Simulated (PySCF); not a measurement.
# TDDFT excited states: C3H13BOSi

C3H13BOSi.
Geometry (PBE0-D3(BJ)/def2-SVP, Å), atoms numbered from 1 in this order:
```xyz
19
C3H13BOSi angstrom
C     -1.9867    0.5087    0.9570
O     -1.3441   -0.5427    0.2547
C     -1.7782   -0.6972   -1.0868
B      0.2977   -0.7145    0.5229
C      1.0661    0.5295   -0.1396
Si     2.9100    0.3636    0.1658
H     -1.7542    1.4835    0.4987
H     -1.6062    0.4811    1.9837
H     -3.0731    0.3366    0.9472
H     -1.2609   -1.5757   -1.4873
H     -1.5212    0.1920   -1.6848
H     -2.8664   -0.8572   -1.0969
H      0.3307   -0.7521    1.7443
H      0.5094   -1.7948   -0.0087
H      0.9409    0.5913   -1.2365
H      0.7707    1.5073    0.2837
H      3.4561   -0.8840   -0.4562
H      3.2200    0.3239    1.6300
H      3.6698    1.5190   -0.4179
```

Method: TDDFT PBE0/def2-SVPD, vertical, gas phase, core orbitals frozen in the response (PySCF).

Q: What does the calculation give for the low-lying excited states?

A: 

```tsv
state	E (eV)	E (hartree)	f	main configurations (H = HOMO, L = LUMO)
S1	7.07	0.2598	0.0054	H→L (96%)
S2	7.17	0.2634	0.0074	H-1→L (95%)
S3	7.48	0.2748	0.0052	H→L+1 (93%)
S4	7.53	0.2769	0.0026	H-1→L+1 (89%)
S5	7.78	0.2860	0.038	H-2→L (91%)
S6	7.87	0.2891	0.017	H→L+3 (87%)
S7	7.96	0.2924	0.0009	H→L+2 (94%)
S8	8.03	0.2953	0.0034	H-1→L+3 (84%)
S9	8.08	0.2969	0.067	H→L+4 (70%), H-1→L+2 (19%)
S10	8.09	0.2975	0.0032	H-1→L+2 (79%), H→L+4 (17%)
```

Triplets (Tamm–Dancoff): T1 6.94 eV, H→L (87%), H→L+3 (8%); T2 7.05 eV, H-1→L (71%), H-1→L+1 (13%), H-1→L+3 (9%); T3 7.13 eV, H→L+1 (82%); T4 7.22 eV, H-1→L+1 (64%), H-1→L (22%).

The lowest singlet comes at 175 nm (682 kJ/mol) in the vacuum ultraviolet; it is weak; its leading configuration is HOMO→LUMO (96%). The most intense listed level is S9 at 8.08 eV (153 nm, f = 0.067), 1.01 eV above S1. Löwdin shares by element: HOMO carbon 31% or more, boron 20%, oxygen 12%, silicon 11% (atoms not listed hold the other 25%); LUMO carbon 30% or more, boron 10%, hydrogen 9% or more (atoms not listed hold the other 50%). The oscillator strengths of these states sum to 0.150; summed over the whole spectrum of an exact calculation they would give the number of electrons, 58 (Thomas–Reiche–Kuhn). Orbital energies (eV): HOMO-3 -8.73, HOMO-2 -8.42, HOMO-1 -7.90, HOMO -7.79, LUMO 0.24, LUMO+1 0.88, LUMO+2 1.09. Weighted by f, the mean energy of these states is 7.87 eV. All these states lie below the vertical ionisation energy of 9.61 eV (ΔSCF). The window holds the lowest 10 singlets.

The run took 4.4 min of wall time (with the writing of density and orbital grids) on an Arm Neoverse V2 with one thread, shared host.

One conformer stands for the species.
